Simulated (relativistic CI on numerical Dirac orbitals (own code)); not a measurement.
**One change at a time: N VI**

Base calculation: Dirac-Coulomb-Breit CI, separate exchange-only KLI orbitals for each configuration, model QED (radiative potential, 1s self-energy scaled to tabulated hydrogen-like ionisation energies), valence Slater integrals scaled by 0.85, P86 correlation energy added to each configuration.

Configuration list: 1s², 1s2s, 1s2p, 1s3s, 1s3p, 1s3d, 1s4s, 1s4p, 1s4d, 1s4f, 1s5s, 1s5p, 1s5d, 1s5f, 1s5g, 1s6s, 1s6p, 1s6d. Levels of other configurations are missing.

Variants: (1) valence Slater integrals scaled by 0.75; (2) no correlation estimate; (3) QED terms removed. Shifts of the energy above 1s² ¹S0, in eV, for the lowest level and the first level of each name with at least 55 % of one term (blank where a level changes its place among those of its configuration and J or its character, or is not in the variant):

```tsv
Level	Base	Δ(1)	Δ(2)	Δ(3)	Measured
1s² ¹S0	0.000	0.000	0.000	0.000	0.000
1s2s ³S1	419.399	+0.169	-0.508	+0.031	419.797
1s2s ¹S0	425.047	-0.507	-0.508	+0.031	
1s2p ³P°0	426.090	+0.121	-0.731	+0.035	
1s2p ³P°1	426.090	+0.121	-0.731	+0.035	426.297
1s2p ³P°2	426.126	+0.121	-0.731	+0.035	426.333
1s2p ¹P°1	430.137	-0.363	-0.731	+0.035	430.695
1s3s ³S1	494.445	+0.045	-0.673	+0.033	
1s3s ¹S0	496.004	-0.134	-0.672	+0.033	
1s3p ³P°0	496.180	+0.035	-0.648	+0.035	
1s3p ³P°1	496.180	+0.035	-0.648	+0.035	
1s3p ³P°2	496.190	+0.035	-0.648	+0.035	
1s3d ³D1	496.846	+0.001	-0.483	+0.034	
1s3d ³D2	496.847	+0.001	-0.483	+0.034	
1s3d ³D3	496.850	+0.001	-0.483	+0.034	
1s3d ¹D2	496.889	-0.003	-0.483	+0.034	
1s3p ¹P°1	497.393	-0.105	-0.648	+0.035	497.969
1s4s ³S1	519.815	+0.018	-0.691	+0.034	
1s4s ¹S0	520.476	-0.055	-0.691	+0.034	
1s4p ³P°0	520.522	+0.015	-0.676	+0.034	
1s4p ³P°1	520.522	+0.015	-0.676	+0.034	
1s4p ³P°2	520.526	+0.015	-0.676	+0.034
```

6 of the 6 excited levels that our extract of the measured tables holds in this range could be paired (the sources list more); they are missed by 3327 cm⁻¹ on average and 4644 at most, and levels without a partner can miss by more.

Measured levels: Moore, Selected Tables of Atomic Spectra, NSRDS-NBS 3, section 4.

Ionisation energy from the two ground configurations alone: base 551.828 eV; no correlation estimate 550.817 eV. The NIST ASD value (theoretical) is 552.067 eV.
